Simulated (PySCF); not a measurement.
First SCF of a structure search on triplet Cr(OH)2, at a hand-made bent (heavy-atom frame) geometry. PySCF input:

```python
from pyscf import gto, scf, dft
mol = gto.M(atom='''
Cr     0.000000     0.000000     0.000000
O      1.515400     0.000000     1.061100
O     -1.515400     0.000000     1.061100
H      2.020900    -0.735400     1.415100
H     -2.020900     0.735400     1.415100''',
    basis={'Cr': 'def2-SVP', 'O': 'def2-SVP', 'H': 'def2-SVP'},
    charge=0, spin=2)
mf = dft.UKS(mol, xc='PBE0')
mf.grids.atom_grid = (50, 194)
aux = {'Cr': 'def2-universal-JKFIT', 'O': 'def2-universal-JKFIT', 'H': 'def2-universal-JKFIT'}
mf = mf.density_fit(auxbasis=aux)
mf.conv_tol = 1e-08
mf.diis_space = 10
mf.max_cycle = 60
mf.init_guess = 'minao'
mf.verbose = 4
mf.kernel()
```

Excerpt of the output (cycles alone); where DIIS stalls, ADIIS, DIIS with a small level shift and a second-order solver take over in turn:

```
init E= -1195.05689583396
cycle= 1 E= -1195.18902297237  delta_E= -0.132  |g|= 0.696  |ddm|=  2.2
cycle= 2 E= -1194.18854787899  delta_E=    1  |g|= 1.32  |ddm|= 2.52
cycle= 3 E= -1194.78863097359  delta_E= -0.6  |g|= 1.24  |ddm|= 2.46
cycle= 4 E= -1195.34399294129  delta_E= -0.555  |g|= 0.37  |ddm|= 0.488
cycle= 5 E= -1195.41351738952  delta_E= -0.0695  |g|= 0.026  |ddm|= 0.275
cycle= 6 E= -1195.41406210772  delta_E= -0.000545  |g|= 0.0128  |ddm|= 0.0502
cycle= 7 E= -1195.41418949038  delta_E= -0.000127  |g|= 0.00378  |ddm|= 0.0181
cycle= 8 E= -1195.41426244164  delta_E= -7.3e-05  |g|= 0.00237  |ddm|= 0.0221
cycle= 9 E= -1195.4143201383  delta_E= -5.77e-05  |g|= 0.00233  |ddm|= 0.0186
cycle= 10 E= -1195.41432908827  delta_E= -8.95e-06  |g|= 0.00235  |ddm|= 0.00283
cycle= 11 E= -1195.41409028385  delta_E= 0.000239  |g|= 0.00194  |ddm|= 0.089
cycle= 12 E= -1195.41402311678  delta_E= 6.72e-05  |g|= 0.00183  |ddm|= 0.0403
cycle= 13 E= -1195.41403405949  delta_E= -1.09e-05  |g|= 0.00191  |ddm|= 0.00457
... 38 lines left out ...
cycle= 52 E= -1195.41355080775  delta_E= -2.82e-05  |g|= 0.00416  |ddm|= 0.0191
cycle= 53 E= -1195.41357554587  delta_E= -2.47e-05  |g|= 0.00371  |ddm|= 0.0195
cycle= 54 E= -1195.41357297383  delta_E= 2.57e-06  |g|= 0.00376  |ddm|= 0.00237
cycle= 55 E= -1195.41368104946  delta_E= -0.000108  |g|= 0.00271  |ddm|= 0.0953
cycle= 56 E= -1195.41384489368  delta_E= -0.000164  |g|= 0.00336  |ddm|= 0.134
cycle= 57 E= -1195.41367989288  delta_E= 0.000165  |g|= 0.00358  |ddm|= 0.129
cycle= 58 E= -1195.41359755155  delta_E= 8.23e-05  |g|= 0.00728  |ddm|= 0.0458
cycle= 59 E= -1195.41359717579  delta_E= 3.76e-07  |g|= 0.00734  |ddm|= 0.00126
cycle= 60 E= -1195.41359794888  delta_E= -7.73e-07  |g|= 0.00542  |ddm|= 0.0186
SCF not converged.
init E= -1195.05689583396
cycle= 1 E= -1195.18902297237  delta_E= -0.132  |g|= 0.696  |ddm|=  2.2
cycle= 2 E= -1194.18854787899  delta_E=    1  |g|= 1.32  |ddm|= 2.52
cycle= 3 E= -1195.30570191486  delta_E= -1.12  |g|= 0.532  |ddm|= 2.28
cycle= 4 E= -1194.83967056341  delta_E= 0.466  |g|= 0.984  |ddm|= 1.58
cycle= 5 E= -1195.37699609602  delta_E= -0.537  |g|= 0.306  |ddm|= 1.42
cycle= 6 E= -1195.40846636121  delta_E= -0.0315  |g|= 0.118  |ddm|= 0.276
cycle= 7 E= -1195.40767841364  delta_E= 0.000788  |g|= 0.119  |ddm|= 0.158
cycle= 8 E= -1195.41411403855  delta_E= -0.00644  |g|= 0.0205  |ddm|= 0.09
cycle= 9 E= -1195.41405679964  delta_E= 5.72e-05  |g|= 0.0259  |ddm|= 0.0448
cycle= 10 E= -1195.41437631613  delta_E= -0.00032  |g|= 0.00623  |ddm|= 0.0241
cycle= 11 E= -1195.41434845922  delta_E= 2.79e-05  |g|= 0.0158  |ddm|= 0.0245
cycle= 12 E= -1195.41446809225  delta_E= -0.00012  |g|= 0.00704  |ddm|= 0.0168
cycle= 13 E= -1195.41451758414  delta_E= -4.95e-05  |g|= 0.0114  |ddm|= 0.0245
cycle= 14 E= -1195.41435822939  delta_E= 0.000159  |g|= 0.0263  |ddm|= 0.0333
cycle= 15 E= -1195.41472873499  delta_E= -0.000371  |g|= 0.00453  |ddm|= 0.0225
cycle= 16 E= -1195.41490401852  delta_E= -0.000175  |g|= 0.00676  |ddm|= 0.0306
cycle= 17 E= -1195.41511901418  delta_E= -0.000215  |g|= 0.015  |ddm|= 0.0405
cycle= 18 E= -1195.4150143501  delta_E= 0.000105  |g|= 0.0378  |ddm|= 0.057
cycle= 19 E= -1195.41574352421  delta_E= -0.000729  |g|= 0.0241  |ddm|= 0.05
cycle= 20 E= -1195.41636467813  delta_E= -0.000621  |g|= 0.0333  |ddm|= 0.0701
SCF not converged.
init E= -1195.41636467813
cycle= 1 E= -1195.41585074235  delta_E= 0.000514  |g|= 0.0667  |ddm|= 0.084
cycle= 2 E= -1195.41047804699  delta_E= 0.00537  |g|= 0.139  |ddm|= 0.142
cycle= 3 E= -1195.4193362882  delta_E= -0.00886  |g|= 0.0263  |ddm|= 0.083
cycle= 4 E= -1195.41822971229  delta_E= 0.00111  |g|= 0.0191  |ddm|= 0.0611
cycle= 5 E= -1195.41669290918  delta_E= 0.00154  |g|= 0.0181  |ddm|= 0.0861
cycle= 6 E= -1195.4154603446  delta_E= 0.00123  |g|= 0.0115  |ddm|= 0.113
cycle= 7 E= -1195.41520253549  delta_E= 0.000258  |g|= 0.00676  |ddm|= 0.0703
cycle= 8 E= -1195.41530114754  delta_E= -9.86e-05  |g|= 0.00483  |ddm|= 0.0311
cycle= 9 E= -1195.41541197193  delta_E= -0.000111  |g|= 0.00456  |ddm|= 0.0245
cycle= 10 E= -1195.41549763184  delta_E= -8.57e-05  |g|= 0.00457  |ddm|= 0.0152
cycle= 11 E= -1195.41542324667  delta_E= 7.44e-05  |g|= 0.00544  |ddm|= 0.0124
cycle= 12 E= -1195.41495182507  delta_E= 0.000471  |g|= 0.00881  |ddm|= 0.0862
cycle= 13 E= -1195.41464659471  delta_E= 0.000305  |g|= 0.00842  |ddm|= 0.0705
cycle= 14 E= -1195.414506359  delta_E= 0.00014  |g|= 0.0063  |ddm|= 0.0422
cycle= 15 E= -1195.41411733448  delta_E= 0.000389  |g|= 0.0105  |ddm|= 0.127
cycle= 16 E= -1195.41404199976  delta_E= 7.53e-05  |g|= 0.00791  |ddm|= 0.0516
cycle= 17 E= -1195.41401601715  delta_E= 2.6e-05  |g|= 0.00668  |ddm|= 0.0258
cycle= 18 E= -1195.41400460439  delta_E= 1.14e-05  |g|= 0.0066  |ddm|= 0.0132
cycle= 19 E= -1195.41400979283  delta_E= -5.19e-06  |g|= 0.0052  |ddm|= 0.00623
cycle= 20 E= -1195.41401209331  delta_E= -2.3e-06  |g|= 0.00459  |ddm|= 0.00549
cycle= 21 E= -1195.41401984919  delta_E= -7.76e-06  |g|= 0.00291  |ddm|= 0.00736
cycle= 22 E= -1195.41401693145  delta_E= 2.92e-06  |g|= 0.00371  |ddm|= 0.00755
cycle= 23 E= -1195.4140202268  delta_E= -3.3e-06  |g|= 0.00284  |ddm|= 0.00666
cycle= 24 E= -1195.41405250234  delta_E= -3.23e-05  |g|= 0.00174  |ddm|= 0.012
cycle= 25 E= -1195.41408235589  delta_E= -2.99e-05  |g|= 0.00198  |ddm|= 0.0167
cycle= 26 E= -1195.41407958358  delta_E= 2.77e-06  |g|= 0.00188  |ddm|= 0.00321
cycle= 27 E= -1195.41408759553  delta_E= -8.01e-06  |g|= 0.00195  |ddm|= 0.00735
cycle= 28 E= -1195.41408699794  delta_E= 5.98e-07  |g|= 0.00193  |ddm|= 0.00667
cycle= 29 E= -1195.41409097811  delta_E= -3.98e-06  |g|= 0.00191  |ddm|= 0.00242
cycle= 30 E= -1195.41407981557  delta_E= 1.12e-05  |g|= 0.00202  |ddm|= 0.00772
SCF not converged.
macro= 0  E= -1195.41450540134  delta_E= -0.000425586  |g|= 0.00201828  1 KF 16 JK
macro= 1  E= -1195.41658248628  delta_E= -0.00207708  |g|= 0.00585849  2 KF 10 JK
macro= 2  E= -1195.42036736319  delta_E= -0.00378488  |g|= 0.0679806  3 KF 20 JK
macro= 3  E= -1195.44391373244  delta_E= -0.0235464  |g|= 0.0677875  4 KF 22 JK
macro= 4  E= -1195.45502932395  delta_E= -0.0111156  |g|= 0.0162391  3 KF 16 JK
macro= 5  E= -1195.45814483559  delta_E= -0.00311551  |g|= 0.029169  4 KF 19 JK
macro= 6  E= -1195.45901541893  delta_E= -0.000870583  |g|= 0.0122994  4 KF 20 JK
macro= 7  E= -1195.46009857545  delta_E= -0.00108316  |g|= 0.020617  3 KF 14 JK
macro= 8  E= -1195.46193392671  delta_E= -0.00183535  |g|= 0.0145859  3 KF 15 JK
macro= 9  E= -1195.46277432585  delta_E= -0.000840399  |g|= 0.0023408  5 KF 25 JK
macro= 10  E= -1195.46278080094  delta_E= -6.47509e-06  |g|= 7.82039e-05  4 KF 27 JK
macro= 11  E= -1195.46278080094  delta_E= -5.45697e-12  |g|= 2.31169e-05  1 KF 2 JK
macro X = 12  E=-1195.46278080094  |g|= 2.31169e-05  total 38 KF 219 JK
converged SCF energy = -1195.46278080094  <S^2> = 2.9923741  2S+1 = 3.6013187
```

No lower solution of this spin was found by a stability analysis within the unrestricted form.

With open d or f shells other occupations or spin states may lie lower.

The search for the lowest solution, with the stability check, took 2.4 min on 2 threads of a shared AMD EPYC (Zen 3) host, with 69 basis functions; the process peaked at 0.32 GiB. Launch command: `OMP_NUM_THREADS=2 python axn.py task.json out`.
